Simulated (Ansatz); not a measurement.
CH4AlClO2 (`C[O][Al]([OH])[Cl]`). Charge 0, multiplicity 1. The structure was optimised at the PBE0-D4/def2-TZVP level. It is one conformer, not always the lowest.

```xyz
9

C    -0.908    0.586   -1.324
O     0.014    0.664   -0.274
Al    0.601   -0.389    0.878
O     1.744    0.168    1.975
Cl   -0.084   -2.365    0.942
H    -1.361   -0.409   -1.411
H    -1.709    1.315   -1.170
H    -0.413    0.821   -2.271
H     2.116   -0.391    2.655
```

Task: What is the dipole moment at r2SCAN/def2-TZVPP? (An estimate is asked.)

Result: Ansatz gave: 0.31 D, with components (-0.13, -0.28, -0.04) D in this frame, pointing from negative to positive charge.

Task: And with PBE, B3LYP, ωB97M-V? (Estimate.)

Result: Ansatz gave: PBE 0.30 D, B3LYP 0.40 D, ωB97M-V 0.41 D.

Task: Give the Mulliken charges with r2SCAN, ωB97M-V, PBE in def2-TZVPP. (Estimate.)

Result: Ansatz gave: 
```json
{"atom": "C1", "r2SCAN": "0.02", "ωB97M-V": "-0.16", "PBE": "-0.13"}
{"atom": "O2", "r2SCAN": "-0.38", "ωB97M-V": "-0.35", "PBE": "-0.29"}
{"atom": "Al3", "r2SCAN": "0.69", "ωB97M-V": "0.64", "PBE": "0.56"}
{"atom": "O4", "r2SCAN": "-0.41", "ωB97M-V": "-0.38", "PBE": "-0.35"}
{"atom": "Cl5", "r2SCAN": "-0.28", "ωB97M-V": "-0.25", "PBE": "-0.25"}
{"atom": "H6", "r2SCAN": "0.05", "ωB97M-V": "0.10", "PBE": "0.09"}
{"atom": "H7", "r2SCAN": "0.05", "ωB97M-V": "0.11", "PBE": "0.10"}
{"atom": "H8", "r2SCAN": "0.05", "ωB97M-V": "0.11", "PBE": "0.10"}
{"atom": "H9", "r2SCAN": "0.19", "ωB97M-V": "0.17", "PBE": "0.18"}
```

B3LYP here is the variant with VWN-RPA as its local correlation; programs differ in this.
